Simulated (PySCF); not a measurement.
CH4ClGeNSi, SMILES Cl[Si@H]1N=[CH][GeH2]1. The structure is a stationary point at B3LYP-D3(BJ)/def2-SVP. The structure was generated by enumeration; whether it is a known compound was not checked.

Computed with B3LYP-D3(BJ)/def2-SVP (PySCF 2.14.0).

Harmonic wavenumbers (cm⁻¹): 96, 134, 268, 322, 372, 441, 532, 549, 578, 671, 710, 754, 796, 869, 891, 1270, 1605, 2086, 2109, 2235, 3025. Rotational constants (GHz): 3.860, 1.190, 1.005; symmetry number 1.

Task: Work out the zero-point energy and the ideal-gas rigid-rotor harmonic-oscillator thermochemistry at 298.15 K and 1 atm.

Result: ZPE = ½ Σ hcν = ½ × 20312 cm⁻¹ = 29.04 kcal/mol. H − E(el) = 33.91 kcal/mol. Entropy in cal/(mol K): translation 41.23, rotation 28.63, vibration 14.29, total 84.16. G − E(el) = 8.82 kcal/mol. Cp = 25.87 cal/(mol K). Modes under 150 cm⁻¹ make the vibrational entropy uncertain.
